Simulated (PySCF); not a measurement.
C₂H₇BrSi.

```xyz
11

Si    -0.1125     1.0821    -0.4814
Br     1.1398    -0.5593     0.4227
C     -1.7817     0.3834    -0.9927
C     -2.6029    -0.2233     0.1513
H     -0.2589     2.1420     0.5541
H      0.6322     1.6214    -1.6516
H     -2.3325     1.2126    -1.4752
H     -1.6017    -0.3642    -1.7848
H     -3.5681    -0.6124    -0.2098
H     -2.8176     0.5224     0.9340
H     -2.0632    -1.0561     0.6286
```

Geometry: B3LYP-D3(BJ)/def2-SVP. The values are those of a single conformer.

These are KT2/pcSseg-1 in PySCF values and carry that method's errors. Non-relativistic, no solvent.

Computed absolute GIAO shielding of each atom: isotropic value and principal components (ppm):
```tsv
atom	σ(iso)	σ11	σ22	σ33	span
Si1	360.6	295.1	371.5	415.2	120.1
Br2	2754.0	2588.1	2805.3	2868.4	280.3
C3	169.3	162.5	169.6	175.6	13.1
C4	173.0	163.7	170.5	184.9	21.2
H5	26.0	21.6	24.4	32.0	10.4
H6	25.8	21.2	24.4	31.9	10.7
H7	30.3	25.4	28.3	37.3	11.9
H8	30.1	26.3	28.3	35.7	9.4
H9	29.8	24.8	27.2	37.4	12.6
H10	30.3	26.3	28.0	36.6	10.4
H11	29.7	24.2	30.9	34.1	9.9
```
